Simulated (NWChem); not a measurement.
System: InF₃; SMILES [In]([F])([F])[F]

NWChem input:

```
start job
memory heap 200 mb stack 900 mb global 1100 mb
geometry units angstroms noautosym nocenter noautoz
  In     0.000000     0.000000     0.000000
  F     -0.820274    -1.752765     0.000000
  F     -1.107802     1.586760     0.000000
  F      1.928076     0.166004     0.000000
end
basis spherical
  * library def2-svpd
end
ecp
  In library def2-ecp
end
dft
  xc xcamb88 1.00 lyp 0.81 vwn_5 0.19 hfexch 1.00
  cam 0.33 cam_alpha 0.19 cam_beta 0.46
  iterations 150
end
property
  response 1 0.0
end
task dft property
```

Output (shortened):

```
             Northwest Computational Chemistry Package (NWChem) 7.3.0
             --------------------------------------------------------

                             Geometry "geometry" -> ""
                             -------------------------

 Output coordinates in angstroms (scale by  1.889725989 to convert to a.u.)

  No.       Tag          Charge          X              Y              Z
 ---- ---------------- ---------- -------------- -------------- --------------
    1 In                  49.0000     0.00000000     0.00000000     0.00000000
    2 F                    9.0000    -0.82027400    -1.75276500     0.00000000
    3 F                    9.0000    -1.10780200     1.58676000     0.00000000
    4 F                    9.0000     1.92807600     0.16600400     0.00000000

 Effective nuclear repulsion energy (a.u.)     400.1340504602

                                 NWChem DFT Module
                                 -----------------

 Summary of "ao basis" -> "ao basis" (spherical)
 ------------------------------------------------------------------------------
       Tag                 Description            Shells   Functions and Types
 ---------------- ------------------------------  ------  ---------------------
 In                        def2-svpd                12       32   5s4p3d
 F                         def2-svpd                 9       23   4s3p2d

            General Information
            -------------------
          SCF calculation type: DFT
          Wavefunction type:  closed shell.
          No. of atoms     :     4
          No. of electrons :    48
           Alpha electrons :    24
            Beta electrons :    24
          Charge           :     0
          Spin multiplicity:     1
          Use of symmetry is: off; symmetry adaption is: off
          Maximum number of iterations: 150
          AO basis - number of functions:   101
                     number of shells:    39
          Convergence on energy requested:  1.00D-06
          Convergence on density requested:  1.00D-05
          Convergence on gradient requested:  5.00D-04

              XC Information
              --------------
                     Hartree-Fock (Exact) Exchange  1.000
                   CAM-Becke88 Exchange Functional  1.000
                      VWN V Correlation Functional  0.190 local
              Lee-Yang-Parr Correlation Functional  0.810

           Range-Separation Parameters
           ---------------------------
           Alpha           :  0.19
           Beta            :  0.46
           Gamma           :  0.33
           Short-Range HF  :     F

             Grid Information
             ----------------
          Grid used for XC integration:  medium
          Radial quadrature: Mura-Knowles
          Angular quadrature: Lebedev.
          Tag              B.-S. Rad. Rad. Pts. Rad. Cut. Ang. Pts.
          ---              ---------- --------- --------- ---------
          In                  1.55      123          10.0       590
          F                   0.50       49          11.0       434
          Grid pruning is: on
          Number of quadrature shells:   270
          Spatial weights used:  Erf1

      Superposition of Atomic Density Guess
      -------------------------------------

 Sum of atomic energies:        -515.94041870

      Non-variational initial energy
      ------------------------------

 Total energy =    -486.877962
 1-e energy   =   -1137.467630
 2-e energy   =     457.181610
 HOMO         =      -0.626792
 LUMO         =      -0.165765

   convergence    iter        energy       DeltaE   RMS-Dens  Diis-err
 ---------------- ----- ----------------- --------- --------- ---------
 d= 0,ls=0.0,diis     1   -489.2630373253 -6.83D+02  2.00D-02  1.38D+00
 d= 0,ls=0.0,diis     2   -489.1193769088  1.44D-01  8.84D-03  3.84D+00
 d= 0,ls=0.0,diis     3   -489.4320223566 -3.13D-01  3.99D-04  5.11D-03
 d= 0,ls=0.0,diis     4   -489.4324146962 -3.92D-04  1.09D-04  4.30D-04
 d= 0,ls=0.0,diis     5   -489.4324485624 -3.39D-05  2.90D-05  4.04D-06
 d= 0,ls=0.0,diis     6   -489.4324490252 -4.63D-07  7.25D-06  3.08D-07

         Total DFT energy =     -489.432449025249
      One electron energy =    -1138.287004357733
           Coulomb energy =      503.512781364162
    Exchange-Corr. energy =      -48.066283740574
 Nuclear repulsion energy =      193.408057708897

 Numeric. integr. density =       48.000012662419

                       DFT Final Molecular Orbital Analysis
                       ------------------------------------

 Vector   22  Occ=2.000000D+00  E=-4.823801D-01
              MO Center=  2.5D-05,  9.6D-06,  6.7D-11, r^2= 4.2D+00
   Bfn.  Coefficient  Atom+Function         Bfn.  Coefficient  Atom+Function
  ----- ------------  ---------------      ----- ------------  ---------------
    84      0.382547  4 F  py                37      0.347757  2 F  px
    60     -0.314824  3 F  px                87     -0.256110  4 F  py
    40     -0.232819  2 F  px                61     -0.219790  3 F  py
    63      0.210771  3 F  px                38     -0.162743  2 F  py
    64      0.147147  3 F  py                41      0.108954  2 F  py

 Vector   23  Occ=2.000000D+00  E=-4.752430D-01
              MO Center=  3.4D-01,  4.0D-02,  3.3D-10, r^2= 4.0D+00
   Bfn.  Coefficient  Atom+Function         Bfn.  Coefficient  Atom+Function
  ----- ------------  ---------------      ----- ------------  ---------------
    84      0.442774  4 F  py                61      0.344079  3 F  py
    38      0.331923  2 F  py                87     -0.286758  4 F  py
    18      0.221779  1 In d -2              64     -0.221161  3 F  py
    41     -0.213082  2 F  py                90     -0.085471  4 F  py
    37     -0.083753  2 F  px                13      0.074301  1 In py

 Vector   24  Occ=2.000000D+00  E=-4.752430D-01
              MO Center= -3.4D-01, -4.0D-02,  6.9D-11, r^2= 4.0D+00
   Bfn.  Coefficient  Atom+Function         Bfn.  Coefficient  Atom+Function
  ----- ------------  ---------------      ----- ------------  ---------------
    37      0.413932  2 F  px                60      0.401773  3 F  px
    83      0.303071  4 F  px                40     -0.267588  2 F  px
    63     -0.259507  3 F  px                22     -0.221779  1 In d  2
    86     -0.193906  4 F  px                61      0.090766  3 F  py
    43     -0.074882  2 F  px                12      0.074300  1 In px

 Vector   25  Occ=0.000000D+00  E=-1.039556D-01
              MO Center=  1.0D-06, -1.2D-06,  1.9D-07, r^2= 3.8D+00
   Bfn.  Coefficient  Atom+Function         Bfn.  Coefficient  Atom+Function
  ----- ------------  ---------------      ----- ------------  ---------------
     4      0.987608  1 In s                  3      0.673750  1 In s
     1     -0.379285  1 In s                 83     -0.223099  4 F  px
    38      0.202813  2 F  py                36     -0.199027  2 F  s
    59     -0.199021  3 F  s                 82     -0.199027  4 F  s
    86      0.190452  4 F  px                61     -0.183605  3 F  py

 Vector   26  Occ=0.000000D+00  E=-3.499347D-02
              MO Center= -1.6D-07, -6.1D-07,  1.1D-07, r^2= 4.5D+00
   Bfn.  Coefficient  Atom+Function         Bfn.  Coefficient  Atom+Function
  ----- ------------  ---------------      ----- ------------  ---------------
    17      0.817198  1 In pz                14      0.589016  1 In pz
    11     -0.152192  1 In pz                39      0.143142  2 F  pz
    62      0.143142  3 F  pz                85      0.143142  4 F  pz
     8     -0.140638  1 In pz                45     -0.140616  2 F  pz
    68     -0.140615  3 F  pz                91     -0.140615  4 F  pz

 Vector   27  Occ=0.000000D+00  E= 4.262124D-02
              MO Center=  1.5D-04, -7.5D-05, -1.4D-06, r^2= 1.5D+01
   Bfn.  Coefficient  Atom+Function         Bfn.  Coefficient  Atom+Function
  ----- ------------  ---------------      ----- ------------  ---------------
     4      3.110852  1 In s                  5     -2.453945  1 In s
    36     -0.324905  2 F  s                 59     -0.324958  3 F  s
    82     -0.324880  4 F  s                 89      0.323905  4 F  px
    44     -0.294492  2 F  py                67      0.266623  3 F  py
     3      0.240455  1 In s                  1     -0.209839  1 In s

     Multipole analysis of the density
     ---------------------------------

     L   x y z        total         alpha         beta         nuclear
     -   - - -        -----         -----         ----         -------
     0   0 0 0     -0.000000    -24.000000    -24.000000     48.000000

     1   1 0 0      0.000002      0.000001      0.000001      0.000000
     1   0 1 0      0.000001      0.000009      0.000009     -0.000017
     1   0 0 1      0.000000      0.000000      0.000000      0.000000

     2   2 0 0    -33.744680   -107.145214   -107.145214    180.545748
     2   1 1 0     -0.000004     -0.000002     -0.000002     -0.000001
     2   1 0 1      0.000000      0.000000      0.000000      0.000000
     2   0 2 0    -33.744665   -107.145174   -107.145174    180.545684
     2   0 1 1     -0.000000     -0.000000     -0.000000      0.000000
     2   0 0 2    -23.772055    -11.886027    -11.886027      0.000000

 *** CALLING NEW AORESP DRIVER FOR CLOSED AND OPEN SHELLS ***
 Entering AOResponse driver routine

[...]

 DFT Linear Response polarizability / au
 Frequency  =       0.0000000 / au
              X              Y              Z
 -----------------------------------------------
 X      32.5306763      0.0000048     -0.0000000
 Y       0.0000048     32.5306814      0.0000000
 Z      -0.0000001      0.0000000     23.2194966
 -----------------------------------------------
 Eigenvalues =      32.5306734     32.5306842     23.2194966
 Isotropic   =      29.4269514
 Anisotropic =       9.3111822
 -----------------------------------------------

 Magnetic Dipole Response Matrix (nonzero elements):

 Exiting AOResponse driver routine
```

Level: CAM-B3LYP/def2-SVPD with def2 effective core potentials on In. Geometry: optimised at PBE0/def2-SVP. Not confirmed as a minimum by frequencies. def2 effective core potentials on In; no spin-orbit coupling.
